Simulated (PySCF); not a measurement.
K (potassium, neutral): UHF calculation

Configuration: [Ar] 4s1, 2S determinant. Calculation: PySCF 2.14, in x2c-SVPall (5s3p2d, 24 functions); scalar relativity by spin-free X2C-1e.

| Property | Result |
| --- | --- |
| Total energy | -601.361257 hartree |
| One-electron energy | -826.7176 hartree |
| Hartree (Coulomb) energy | 258.2252 hartree |
| Exchange energy | -32.8688 hartree |
| ⟨S²⟩ | 0.7502 |
| ⟨L²⟩ | 0.000 |
| Sum of ⟨r⟩ | 19.45 bohr |
| Sum of ⟨r²⟩ | 51.48 bohr² |
| Langevin diamagnetic susceptibility | -40.8 ×10⁻⁶ cm³/mol |
| Time after the integrals | 0.04 s of wall time on 1 thread of Intel(R) Xeon(R) Platinum 8559C (shared host) |

```json
{"shell": "1s α", "electrons": "1", "mean orbital energy (hartree)": "-134.12372", "rms radius, mean of both spins (bohr)": "0.0938"}
{"shell": "1s β", "electrons": "1", "mean orbital energy (hartree)": "-134.12252", "rms radius, mean of both spins (bohr)": "0.0938"}
{"shell": "2s α", "electrons": "1", "mean orbital energy (hartree)": "-14.60136", "rms radius, mean of both spins (bohr)": "0.418"}
{"shell": "2s β", "electrons": "1", "mean orbital energy (hartree)": "-14.59922", "rms radius, mean of both spins (bohr)": "0.418"}
{"shell": "2p α", "electrons": "3", "mean orbital energy (hartree)": "-11.52685", "rms radius, mean of both spins (bohr)": "0.388"}
{"shell": "2p β", "electrons": "3", "mean orbital energy (hartree)": "-11.52615", "rms radius, mean of both spins (bohr)": "0.388"}
{"shell": "3s α", "electrons": "1", "mean orbital energy (hartree)": "-1.76495", "rms radius, mean of both spins (bohr)": "1.37"}
{"shell": "3s β", "electrons": "1", "mean orbital energy (hartree)": "-1.75915", "rms radius, mean of both spins (bohr)": "1.37"}
{"shell": "3p α", "electrons": "3", "mean orbital energy (hartree)": "-0.95593", "rms radius, mean of both spins (bohr)": "1.56"}
{"shell": "3p β", "electrons": "3", "mean orbital energy (hartree)": "-0.95336", "rms radius, mean of both spins (bohr)": "1.56"}
{"shell": "4s α", "electrons": "1", "mean orbital energy (hartree)": "-0.14713", "rms radius, mean of both spins (bohr)": "5.64"}
```

Densities and radii are taken from the X2C orbitals without a picture-change correction, which distorts them close to the nucleus.
